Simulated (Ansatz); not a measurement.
Total energies of CH$_{4}$ClF$_{2}$NTi (`C[NH][Ti]([F])([F])[Cl]`).

```csv
atom,x (Å),y (Å),z (Å)
C1,1.251,-0.604,0.481
N2,0.004,-0.611,-0.251
Ti3,-1.138,0.810,-0.491
F4,-2.235,0.360,-1.780
F5,-0.141,2.222,-0.804
Cl6,-2.237,1.130,1.401
H7,1.502,0.415,0.782
H8,2.074,-0.981,-0.134
H9,1.183,-1.213,1.389
H10,-0.263,-1.527,-0.594
```

Charge 0, multiplicity 1. Correlated methods include outer-core shells of Ti, which these sets cover unevenly. Scalar relativity is left out up to krypton. The geometry is a stationary point of PBE0-D4/def2-TZVP. It is one conformer, not always the lowest. Basis def2-TZVPP, Ansatz.

RPA on PBE orbitals: Hartree–Fock energy of these orbitals -1601.67152 Eh, correlation -2.35786 Eh (frozen core).

```json
{"functional": "LDA (SPW92)", "energy without D4 (Eh)": "-1599.43143", "D4 term (kJ/mol)": "–"}
{"functional": "PBE", "energy without D4 (Eh)": "-1604.32007", "D4 term (kJ/mol)": "-23.1"}
{"functional": "revPBE", "energy without D4 (Eh)": "-1604.75172", "D4 term (kJ/mol)": "-64.1"}
{"functional": "BLYP", "energy without D4 (Eh)": "-1605.01312", "D4 term (kJ/mol)": "-49.4"}
{"functional": "B97M-V", "energy without D4 (Eh)": "-1604.61287", "D4 term (kJ/mol)": "–"}
{"functional": "PBE0", "energy without D4 (Eh)": "-1604.35945", "D4 term (kJ/mol)": "-19.7"}
{"functional": "B3LYP", "energy without D4 (Eh)": "-1605.05710", "D4 term (kJ/mol)": "-37.1"}
{"functional": "r2SCANh", "energy without D4 (Eh)": "-1604.80258", "D4 term (kJ/mol)": "-6.2"}
{"functional": "HSE06 (plane-wave form)", "energy without D4 (Eh)": "-1604.33051", "D4 term (kJ/mol)": "-18.5"}
{"functional": "BHLYP", "energy without D4 (Eh)": "-1604.83663", "D4 term (kJ/mol)": "-29.8"}
{"functional": "CAM-B3LYP", "energy without D4 (Eh)": "-1604.97137", "D4 term (kJ/mol)": "-20.2"}
{"functional": "ωB97M-V", "energy without D4 (Eh)": "-1604.83787", "D4 term (kJ/mol)": "–"}
{"functional": "B2PLYP", "energy without D4 (Eh)": "-1604.54632", "D4 term (kJ/mol)": "–"}
{"functional": "PBE-QIDH", "energy without D4 (Eh)": "-1604.12392", "D4 term (kJ/mol)": "–"}
```

Q: Give the same for r2SCAN, r2SCAN0, LC-ωPBE, ωB97X-V. (An estimate is asked.)

A: The calculation gave: 
| functional | energy without D4 (Eh) | D4 term (kJ/mol) |
| --- | --- | --- |
| r2SCAN | -1604.84025 | -5.8 |
| r2SCAN0 | -1604.74947 | -6.9 |
| LC-ωPBE | -1604.53737 | – |
| ωB97X-V | -1604.72241 | – |

B3LYP takes the VWN-RPA correlation (the form of Gaussian; ORCA's B3LYP/G). HSE06 is the plane-wave form, built on full-range PBE exchange. The double hybrids freeze the cores in their second-order part.

LC-ωPBE has ω = 0.4 bohr⁻¹.
